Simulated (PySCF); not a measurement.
Cd(OH)(SMe) (CH4CdOS), SMILES C[S][Cd][OH]. Atoms are numbered in the order given.

```xyz
8

Cd    -0.3414     0.2447     0.3980
O     -1.9118     1.1839     1.1799
H     -1.6924     2.1319     1.2723
S      1.4465    -0.9857    -0.4939
C      1.1476    -0.8450    -2.3075
H      0.1837    -1.2954    -2.6122
H      1.9643    -1.4142    -2.7929
H      1.1986     0.2023    -2.6618
```

The structure is a stationary point at PBE-D3(BJ)/def2-SVP. The structure was generated by enumeration; whether it is a known compound was not checked. The def2 effective core potentials stand for the cores of Cd; spin–orbit coupling is left out. One conformer was computed; it need not be the lowest.

Computed with PBE-D3(BJ)/def2-SVP (PySCF).

Frequencies are harmonic and unscaled.

```
mode  ν (cm⁻¹)  IR (km/mol)  Raman (Å⁴/amu)  depolarisation  moving atoms (share of kinetic energy)
----  --------  -----------  --------------  --------------  --------------------------------------
1           87          6.0             1.6            0.63         O 53 %, C 20 %, Cd 15 %, H 10 %
2          101          4.1             0.2            0.61                 H 44 %, O 33 %, Cd 15 %
3          129          6.9             0.2            0.54         H 61 %, O 14 %, S 13 %, Cd 12 %
4          163         56.2             3.0            0.45           H 54 %, C 18 %, O 11 %, S 9 %
5          183         20.2             2.1            0.30         H 55 %, C 19 %, Cd 13 %, S 12 %
6          338          6.0            18.4            0.20                         S 77 %, Cd 12 %
7          580         68.8            20.7            0.22                         O 81 %, Cd 17 %
8          685          2.2             7.0            0.35                   C 59 %, S 31 %, H 9 %
9          789         58.9             4.1            0.75                                  H 93 %
10         922          6.7             4.3            0.75                          H 84 %, C 14 %
11         933          9.8             5.2            0.40                          H 81 %, C 16 %
12        1283         18.4             7.9            0.60                          H 87 %, C 13 %
13        1401          6.3            17.6            0.75                                  H 95 %
14        1407          9.4            15.1            0.70                                  H 95 %
15        2980         24.0           175.5            0.05                                  H 98 %
16        3084          2.0           128.4            0.65                          H 90 %, C 10 %
17        3087          3.8            58.8            0.75                          H 90 %, C 10 %
18        3697         40.1           173.0            0.23                                  H 94 %
```
